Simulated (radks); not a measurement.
The table gives one normalised radial function P(r) = r R(r) (large component) of Tl34+ in [Ar] 3d10 4s2 4p5 4d10 4f1 5p1 (r in bohr). Method: Dirac Kohn-Sham, PBE, spin-unpolarised, spherical densities, finite nucleus; open shells fill j = l - 1/2 first; Fermi nuclear charge, rms radius 5.4759 fm; computed with a radial shooting solver on a logarithmic mesh with Libxc functionals.

r	P
0.001759	0.0075
0.002272	0.0120
0.002935	0.0191
0.003821	0.0305
0.004936	0.0474
0.006377	0.0728
0.008303	0.1111
0.01073	0.1634
0.01397	0.2351
0.01804	0.3201
0.0233	0.4101
0.03035	0.4832
0.0392	0.4928
0.05063	0.3895
0.06593	0.1258
0.08517	-0.2518
0.1109	-0.6066
0.1433	-0.6579
0.1851	-0.2337
0.241	0.5249
0.3113	0.9525
0.4053	0.4605
0.5236	-0.6853
0.6763	-1.4538
0.8806	-1.2012
1.138	-0.5062
1.469	-0.1029
1.913	-0.0079

Which n and l does it have? It may be an empty orbital.

Answer. n = 5, l = 1: the number of nodes gives n - l - 1 = 3, the rise at small r points to l (this Dirac orbital starts outside the nucleus as r^gamma with gamma = sqrt((l + 1)^2 - (Z/c)^2) = 1.91; the j = 3/2 orbital of l + 1 starts with the same power, but with a smaller coefficient, and then steepens), and the extent must fit the shell. The curve is that of 5p3/2; the two j differ most near the nucleus, where j = l - 1/2 has the larger amplitude, and in heavy atoms j = l - 1/2 is also the more compact. 5p3/2 (empty): eigenvalue -970.31 eV, 3 radial nodes at r = 0.0722, 0.202, 0.452 bohr, <r> = 0.709 bohr, 90 % of the charge inside 0.988 bohr.
